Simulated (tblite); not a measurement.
C4H7FO3S.
SMILES with atom numbers: `[CH3:1][C@@H:2]1[O:3][S@@:4](=[O:5])[O:6][C@:7]1([CH3:8])[F:9]` (hydrogens: H10, H11, H12 on C1; H13 on C2; H14, H15, H16 on C8)

Computed with GFN2-xTB (tblite), gas phase: L-BFGS steps from a force-field or distance-geometry start until the largest atomic force falls under 0.01 eV/Å.

The end geometry, which sets the zero of energy:
```
atom  x, y, z in Å
C1     -0.5780   -1.7664   -0.4545
C2     -0.6218   -0.4326    0.2778
O3     -1.8320    0.2431    0.0553
S4     -1.6452    1.7249   -0.6915
O5     -2.4118    2.6904    0.0155
O6     -0.0365    1.8082   -0.1335
C7      0.4995    0.5544   -0.1645
C8      1.7838    0.4597    0.6381
F9      0.8060    0.2688   -1.5023
H10    -1.3880   -2.3953   -0.0968
H11     0.3707   -2.2609   -0.2659
H12    -0.6946   -1.6161   -1.5243
H13    -0.5286   -0.5977    1.3607
H14     1.5840    0.7239    1.6716
H15     2.1766   -0.5512    0.5791
H16     2.5083    1.1557    0.2237
```

Task: These geometries come from the run, each turned onto the end geometry. Order them by energy, lowest first.
A.
```
atom  x, y, z in Å
C1     -0.5136   -1.8012   -0.3657
C2     -0.6709   -0.3799    0.1452
O3     -1.8247    0.2331   -0.3735
S4     -1.6891    1.8886   -0.5629
O5     -2.2805    2.5603    0.5475
O6     -0.0232    1.8282   -0.2437
C7      0.4871    0.5604   -0.2660
C8      1.7405    0.4348    0.5809
F9      0.8240    0.2671   -1.5900
H10    -1.4045   -2.3710   -0.1222
H11     0.3485   -2.2652    0.1063
H12    -0.3797   -1.7978   -1.4434
H13    -0.7343   -0.3777    1.2436
H14     1.4958    0.6446    1.6179
H15     2.1405   -0.5706    0.4811
H16     2.4764    1.1551    0.2333
```
B.
```
atom  x, y, z in Å
C1     -0.5667   -1.7854   -0.4404
C2     -0.6236   -0.4336    0.2595
O3     -1.8324    0.2311    0.0021
S4     -1.6564    1.7547   -0.6568
O5     -2.4096    2.6763    0.1205
O6     -0.0410    1.8129   -0.1224
C7      0.4943    0.5583   -0.1775
C8      1.7868    0.4674    0.6119
F9      0.7906    0.2887   -1.5210
H10    -1.4785   -2.3318   -0.2134
H11     0.2916   -2.3471   -0.0802
H12    -0.4931   -1.6639   -1.5179
H13    -0.5477   -0.5824    1.3465
H14     1.5938    0.7402    1.6454
H15     2.1860   -0.5414    0.5554
H16     2.4983    1.1649    0.1769
```
C.
```
atom  x, y, z in Å
C1     -0.5103   -1.7861   -0.3368
C2     -0.6663   -0.3381    0.1089
O3     -1.7913    0.2475   -0.5026
S4     -1.6030    1.8634   -0.5716
O5     -2.3134    2.4167    0.6373
O6     -0.0320    1.8749   -0.2095
C7      0.4913    0.5614   -0.2969
C8      1.7389    0.4213    0.5659
F9      0.8337    0.3429   -1.5924
H10    -1.4165   -2.3566   -0.0593
H11     0.3497   -2.2650    0.1162
H12    -0.4338   -1.8507   -1.4241
H13    -0.8312   -0.3067    1.2136
H14     1.5228    0.6261    1.6119
H15     2.1607   -0.5763    0.4769
H16     2.4931    1.1342    0.2508
```
D.
```
atom  x, y, z in Å
C1     -0.5592   -1.7708   -0.4380
C2     -0.6241   -0.4275    0.2752
O3     -1.8369    0.2324    0.0186
S4     -1.6522    1.7372   -0.6795
O5     -2.4354    2.6760    0.0454
O6     -0.0498    1.8181   -0.0990
C7      0.4909    0.5673   -0.1606
C8      1.7882    0.4516    0.6166
F9      0.7777    0.3087   -1.5091
H10    -1.4331   -2.3569   -0.1680
H11     0.3389   -2.3074   -0.1450
H12    -0.5555   -1.6280   -1.5149
H13    -0.5509   -0.5724    1.3627
H14     1.6174    0.7171    1.6550
H15     2.1574   -0.5669    0.5440
H16     2.5191    1.1302    0.1851
```
E.
```
atom  x, y, z in Å
C1     -0.5201   -1.7925   -0.3400
C2     -0.6740   -0.3494    0.1137
O3     -1.7863    0.2383   -0.5043
S4     -1.6518    1.8967   -0.5340
O5     -2.2900    2.4013    0.5983
O6     -0.0123    1.8579   -0.2080
C7      0.4969    0.5773   -0.2798
C8      1.7415    0.4223    0.5688
F9      0.8335    0.3415   -1.6012
H10    -1.4097   -2.3519   -0.0601
H11     0.3511   -2.2633    0.1165
H12    -0.4320   -1.8483   -1.4228
H13    -0.8263   -0.3056    1.2072
H14     1.5201    0.6253    1.6108
H15     2.1590   -0.5767    0.4752
H16     2.4928    1.1362    0.2481
```

Result: D (0.003 eV), B (0.008 eV), A (0.024 eV), E (0.112 eV), C (0.382 eV).

In the order of the answer:

| step | E above end (eV) | largest force (eV/Å) | rms force component (eV/Å) | rms distance from end (Å) | rms bond change (Å) | bond most changed (Å) |
| --- | --- | --- | --- | --- | --- | --- |
| 65 | 0.003 | 0.03 | 0.010 | 0.062 | 0.001 | S4–O6 +0.001 |
| 52 | 0.008 | 0.06 | 0.022 | 0.094 | 0.001 | S4–O6 -0.002 |
| 26 | 0.024 | 0.05 | 0.017 | 0.254 | 0.004 | C2–C7 -0.011 |
| 1 | 0.112 | 2.38 | 0.487 | 0.298 | 0.013 | S4–O6 -0.033 |
| 0 | 0.382 | 4.86 | 0.970 | 0.300 | 0.039 | S4–O6 -0.092 |

What follows is the cost of the whole relaxation. Hardware: one thread of an Arm Neoverse V1, no GPU, shared host with 32 logical CPUs at a one-minute load of 20. Cost: 0.75 s of wall time.
